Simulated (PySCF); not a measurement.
## Two-photon absorption: `O=[SH](=O)c1cnsc1`, C3H3NO2S2

Cartesian coordinates in Å; atom numbers follow the order of the lines, from 1:
```xyz
11

O    -2.0417    1.4306   -0.3627
S    -1.6407    0.1182    0.0352
O    -2.2444   -1.0348   -0.5569
C     0.1198   -0.0302   -0.0457
C     1.0380    1.0032    0.2270
N     2.2938    0.6702    0.1163
S     2.4598   -0.8888   -0.3261
C     0.7782   -1.1802   -0.3807
H    -1.8834    0.0321    1.4156
H     0.7720    2.0080    0.5005
H     0.3540   -2.1256   -0.6486
```

Theory: TDDFT wB97X-D/def2-SVPD excited states, vertical, gas phase (PySCF 2.14.0). Geometry: GFN2-xTB.

Question: Give the one- and two-photon strengths of the lowest singlets.

Answer: δ for parallel linear polarisation; σ at the peak of a Lorentzian of half width 0.1 eV, single beam; Ω is circular over linear.
```
state  E (eV)      f  photon λ (nm)  δ (au)  σ (GM)     Ω                                main
   S1    5.57  0.003            445    0.52    0.01  1.50  HOMO−2→LUMO 0.45, HOMO−1→LUMO 0.24
   S2    5.84  0.143            425    18.3    0.23  1.25                      HOMO→LUMO 0.88
   S3    6.29  0.031            394    5.99    0.09  1.46  HOMO−1→LUMO 0.62, HOMO−2→LUMO 0.28
   S4    6.50  0.003            381    1.04    0.02  0.87  HOMO−3→LUMO 0.36, HOMO→LUMO+2 0.25
   S5    6.54  0.000            379    3.37    0.05  0.71  HOMO→LUMO+2 0.50, HOMO−3→LUMO 0.18
```

Among these, the strongest one-photon state is S2, the strongest two-photon state S2, with a dipole change of 0.8 D (relaxed, norm of the difference vector).
